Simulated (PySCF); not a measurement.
A series of related molecules.

All values: wB97X-D/def2-SVPD (PySCF) at PBE0-D3(BJ)/def2-SVP geometries, gas phase, one conformer each. Core orbitals are frozen in the response; Δα² is half the sum of the squared differences of the principal polarisabilities. Atoms past krypton carry effective core potentials. The calculation is non-relativistic apart from the core potentials, for bromine too.

Question: Rank by vertical ionisation energy (ΔSCF), lowest first.
A. `C(O[SiH2]C)(C)C` (SiH2Me(OiPr))
B. `[SiH2](C)I` (SiH2MeI)
C. `[SiH2](C)Cl` (SiH2MeCl)
D. `C[Si]([SiH2]C)(C)C` (SiH2Me(SiMe3))
E. `[SiH2](C)Br` (SiH2MeBr)
F. `[SiH2](C)[SiH3]` (SiH2Me(SiH3))

Answer: D (9.11 eV), B (9.75 eV), A (9.90 eV), F (10.12 eV), E (10.63 eV), C (11.17 eV).

Question: Rank by dipole moment, highest first.
A. `[H][Si]([H])(C)Br` (SiH2MeBr)
B. `[H][Si]([H])(C)C(C)(C)C` (SiH2Me(tBu))
C. `[H][Si]([H])(C)NC` (SiH2Me(NHMe))
D. `[H][Si]([H])(C)OC(C)C` (SiH2Me(OiPr))
E. `[H][Si]([H])(C)[SiH3]` (SiH2Me(SiH3))
F. `[H][Si]([H])(C)OCC` (SiH2Me(OEt))

Answer: A (2.04 D), C (1.07 D), E (0.87 D), B (0.72 D), D (0.45 D), F (0.29 D).

Question: Rank by mean static polarisability, highest first.
A. SiH2Me(SiMe3) (`[H][Si]([H])(C)[Si](C)(C)C`)
B. SiH2Me(tBu) (`[H][Si]([H])(C)C(C)(C)C`)
C. SiH2MeCl (`[H][Si]([H])(C)Cl`)
D. SiH2Me(OEt) (`[H][Si]([H])(C)OCC`)
E. SiH2Me(NMe2) (`[H][Si]([H])(C)N(C)C`)
F. SiH2MeBr (`[H][Si]([H])(C)Br`)

Answer: A (15.84 Å³), B (13.33 Å³), E (10.96 Å³), D (10.29 Å³), F (9.14 Å³), C (7.95 Å³).

All values together:

```json
{"SMILES": "[H][Si]([H])(C)Cl", "change": "parent", "formula": "CH5ClSi", "μ (D)": "2.03", "HOMO (eV)": "-10.67", "LUMO (eV)": "1.86", "α (Å³)": "7.95", "Δα (Å³)": "1.70", "electrons": "42", "α per electron (Å³)": "0.189", "ΔSCF removal energy (eV)": "11.17"}
{"SMILES": "[H][Si]([H])(C)c1ccccc1", "change": "one ligand: Cl to Ph", "formula": "C7H10Si", "μ (D)": "0.80", "HOMO (eV)": "-9.06", "LUMO (eV)": "1.07", "α (Å³)": "15.99", "Δα (Å³)": "7.35", "electrons": "66", "α per electron (Å³)": "0.242", "ΔSCF removal energy (eV)": "9.09"}
{"SMILES": "[H][Si]([H])(C)OCC", "change": "one ligand: Cl to OEt", "formula": "C3H10OSi", "μ (D)": "0.29", "HOMO (eV)": "-9.79", "LUMO (eV)": "2.29", "α (Å³)": "10.29", "Δα (Å³)": "2.41", "electrons": "50", "α per electron (Å³)": "0.206", "ΔSCF removal energy (eV)": "10.07"}
{"SMILES": "[H][Si]([H])(C)OC(C)C", "change": "one ligand: Cl to OiPr", "formula": "C4H12OSi", "μ (D)": "0.45", "HOMO (eV)": "-9.74", "LUMO (eV)": "2.30", "α (Å³)": "12.01", "Δα (Å³)": "2.56", "electrons": "58", "α per electron (Å³)": "0.207", "ΔSCF removal energy (eV)": "9.90"}
{"SMILES": "[H][Si]([H])(C)NC", "change": "one ligand: Cl to NHMe", "formula": "C2H9NSi", "μ (D)": "1.07", "HOMO (eV)": "-8.52", "LUMO (eV)": "2.29", "α (Å³)": "9.19", "Δα (Å³)": "2.27", "electrons": "42", "α per electron (Å³)": "0.219", "ΔSCF removal energy (eV)": "8.82"}
{"SMILES": "[H][Si]([H])(C)I", "change": "one ligand: Cl to I", "formula": "CH5ISi", "μ (D)": "2.00", "HOMO (eV)": "-9.30", "LUMO (eV)": "1.03", "α (Å³)": "11.34", "Δα (Å³)": "3.84", "electrons": "78", "α per electron (Å³)": "0.145", "ΔSCF removal energy (eV)": "9.75"}
{"SMILES": "[H][Si]([H])(C)[SiH3]", "change": "one ligand: Cl to SiH3", "formula": "CH8Si2", "μ (D)": "0.87", "HOMO (eV)": "-9.84", "LUMO (eV)": "1.78", "α (Å³)": "10.87", "Δα (Å³)": "2.80", "electrons": "42", "α per electron (Å³)": "0.259", "ΔSCF removal energy (eV)": "10.12"}
{"SMILES": "[H][Si]([H])(C)Br", "change": "one ligand: Cl to Br", "formula": "CH5BrSi", "μ (D)": "2.04", "HOMO (eV)": "-10.14", "LUMO (eV)": "1.56", "α (Å³)": "9.14", "Δα (Å³)": "2.48", "electrons": "60", "α per electron (Å³)": "0.152", "ΔSCF removal energy (eV)": "10.63"}
{"SMILES": "[H][Si]([H])(C)N(C)C", "change": "one ligand: Cl to NMe2", "formula": "C3H11NSi", "μ (D)": "0.93", "HOMO (eV)": "-8.03", "LUMO (eV)": "2.15", "α (Å³)": "10.96", "Δα (Å³)": "1.63", "electrons": "50", "α per electron (Å³)": "0.219", "ΔSCF removal energy (eV)": "8.15"}
{"SMILES": "[H][Si]([H])(C)F", "change": "one ligand: Cl to F", "formula": "CH5FSi", "μ (D)": "1.94", "HOMO (eV)": "-11.22", "LUMO (eV)": "2.15", "α (Å³)": "5.90", "Δα (Å³)": "0.93", "electrons": "34", "α per electron (Å³)": "0.174", "ΔSCF removal energy (eV)": "11.75"}
{"SMILES": "[H][Si]([H])(C)[Si](C)(C)C", "change": "one ligand: Cl to SiMe3", "formula": "C4H14Si2", "μ (D)": "0.91", "HOMO (eV)": "-9.04", "LUMO (eV)": "1.94", "α (Å³)": "15.84", "Δα (Å³)": "2.32", "electrons": "66", "α per electron (Å³)": "0.240", "ΔSCF removal energy (eV)": "9.11"}
{"SMILES": "[H][Si]([H])(C)C(C)(C)C", "change": "one ligand: Cl to tBu", "formula": "C5H14Si", "μ (D)": "0.72", "HOMO (eV)": "-9.49", "LUMO (eV)": "2.15", "α (Å³)": "13.33", "Δα (Å³)": "1.77", "electrons": "58", "α per electron (Å³)": "0.230", "ΔSCF removal energy (eV)": "9.56"}
```

Conformers: `[H][Si]([H])(C)c1ccccc1`; `[H][Si]([H])(C)OCC`; `[H][Si]([H])(C)OC(C)C`; `[H][Si]([H])(C)NC`; `[H][Si]([H])(C)N(C)C`.

Question: Give the shifts from the parent, `[H][Si]([H])(C)Cl`.

Answer: 
```json
{"SMILES": "[H][Si]([H])(C)c1ccccc1", "change in μ (D)": "-1.23", "change in HOMO (eV)": "+1.61", "change in LUMO (eV)": "-0.79", "change in mean α (Å³)": "+8.04", "change in ionisation energy (eV)": "-2.08"}
{"SMILES": "[H][Si]([H])(C)OCC", "change in μ (D)": "-1.74", "change in HOMO (eV)": "+0.88", "change in LUMO (eV)": "+0.43", "change in mean α (Å³)": "+2.34", "change in ionisation energy (eV)": "-1.10"}
{"SMILES": "[H][Si]([H])(C)OC(C)C", "change in μ (D)": "-1.58", "change in HOMO (eV)": "+0.93", "change in LUMO (eV)": "+0.44", "change in mean α (Å³)": "+4.06", "change in ionisation energy (eV)": "-1.27"}
{"SMILES": "[H][Si]([H])(C)NC", "change in μ (D)": "-0.96", "change in HOMO (eV)": "+2.15", "change in LUMO (eV)": "+0.43", "change in mean α (Å³)": "+1.24", "change in ionisation energy (eV)": "-2.35"}
{"SMILES": "[H][Si]([H])(C)I", "change in μ (D)": "-0.03", "change in HOMO (eV)": "+1.37", "change in LUMO (eV)": "-0.83", "change in mean α (Å³)": "+3.39", "change in ionisation energy (eV)": "-1.42"}
{"SMILES": "[H][Si]([H])(C)[SiH3]", "change in μ (D)": "-1.16", "change in HOMO (eV)": "+0.83", "change in LUMO (eV)": "-0.08", "change in mean α (Å³)": "+2.92", "change in ionisation energy (eV)": "-1.05"}
{"SMILES": "[H][Si]([H])(C)Br", "change in μ (D)": "+0.01", "change in HOMO (eV)": "+0.53", "change in LUMO (eV)": "-0.30", "change in mean α (Å³)": "+1.19", "change in ionisation energy (eV)": "-0.54"}
{"SMILES": "[H][Si]([H])(C)N(C)C", "change in μ (D)": "-1.10", "change in HOMO (eV)": "+2.64", "change in LUMO (eV)": "+0.29", "change in mean α (Å³)": "+3.01", "change in ionisation energy (eV)": "-3.02"}
{"SMILES": "[H][Si]([H])(C)F", "change in μ (D)": "-0.09", "change in HOMO (eV)": "-0.55", "change in LUMO (eV)": "+0.29", "change in mean α (Å³)": "-2.05", "change in ionisation energy (eV)": "+0.58"}
{"SMILES": "[H][Si]([H])(C)[Si](C)(C)C", "change in μ (D)": "-1.12", "change in HOMO (eV)": "+1.63", "change in LUMO (eV)": "+0.08", "change in mean α (Å³)": "+7.89", "change in ionisation energy (eV)": "-2.06"}
{"SMILES": "[H][Si]([H])(C)C(C)(C)C", "change in μ (D)": "-1.31", "change in HOMO (eV)": "+1.18", "change in LUMO (eV)": "+0.29", "change in mean α (Å³)": "+5.38", "change in ionisation energy (eV)": "-1.61"}
```

Question: By how much does the ΔSCF value exceed −ε(HOMO) over the species that have both?

Answer: By 0.03 to 0.54 eV, 0.27 eV on average, over 12 species.
